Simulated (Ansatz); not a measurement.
Basis-set extrapolation for AlB$_{2}$H$_{7}$OSi (`B[SiH2][B](O)[AlH2]`) (PBE0-D4/def2-TZVP geometry, frozen core, the Gaussian-basis code of Ansatz). Multiplicity 1, RHF reference.

|  | def2-TZVPP | def2-QZVPP |
| --- | --- | --- |
| HF | -659.177805 | -659.199692 |
| MP2 correlation | -0.646591 | -0.693632 |
| CCSD(T) correlation | -0.738141 | not run |

Energies in hartree. Use E(X) = E(∞) + A·exp(−7.88·√X) for Hartree–Fock and E(X) = E(∞) + B·X^(−2.97) for correlation, with X = 3 and 4, and add CCSD(T) minus MP2 of the smaller set to the MP2 limit.

Task: What is the CCSD(T) energy at the basis-set limit?

Result: HF limit: -659.199692 + (-0.021887) × 0.13774 = -659.20271. MP2 limit: -0.693632 + (-0.047041) × 0.74074 = -0.72848. Higher-order term: -0.738141 − (-0.646591) = -0.09155. Total: -660.02274 hartree, 2.91 eV below CCSD(T)/def2-TZVPP.
